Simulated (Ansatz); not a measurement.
Gas-phase electronic energies from Ansatz, PBE0-D4/def2-TZVP geometries. CCSD(T)/CBS adds triple-zeta CCSD(T) − MP2 to the extrapolated MP2 energy (def2 sets, frozen cores). This one scheme is used for every species. Functionals use def2-TZVPP. B3LYP here is the variant with VWN-RPA as its local correlation; programs differ in this. For Se outer-core shells are correlated without core-valence functions, which leaves a few kJ/mol of doubt a bond. Scalar relativity is left out up to krypton. Each species was taken in one conformer, which may not be the lowest.

Consider the formal hydrolysis of a C–Si bond: `S[SiH2]C[SeH]` + H₂O → `OC[SeH]` + `[SiH3]S`.

| level | ΔE (kJ/mol) | difference from CCSD(T)/CBS |
| --- | --- | --- |
| r2SCAN-D4 | 79.6 | -13.4 |
| PBE0-D4 | 83.3 | -9.7 |
| B3LYP-D4 | 78.4 | -14.6 |
| ωB97M-V | 84.2 | -8.8 |
| PBE | 71.8 | -21.2 |
| PBE0 | 77.7 | -15.3 |
| B3LYP | 68.7 | -24.3 |
| HF/def2-TZVPP | 69.1 | -23.9 |
| MP2/def2-TZVPP | 96.9 | 3.9 |
| MP2/def2-QZVPP | 100.6 | 7.6 |
| CCSD(T)/CBS | 93.0 | 0 |

Largest T1 diagnostic among the species: 0.011.

In def2-TZVPP, CCSD(T) changes the Hartree–Fock value by +17.9 kJ/mol (the triples alone add +1.4 kJ/mol) and MP2 by +27.8 kJ/mol. From PBE to PBE0 (25 % exact exchange), in def2-TZVPP and without D4, ΔE moves by +5.9 kJ/mol. The D4 term adds +9.7 kJ/mol with B3LYP and +5.5 kJ/mol with PBE0; it sums over pairs of atoms, weighted by their polarisabilities, and B3LYP, whose exchange is more repulsive, gets the larger term.
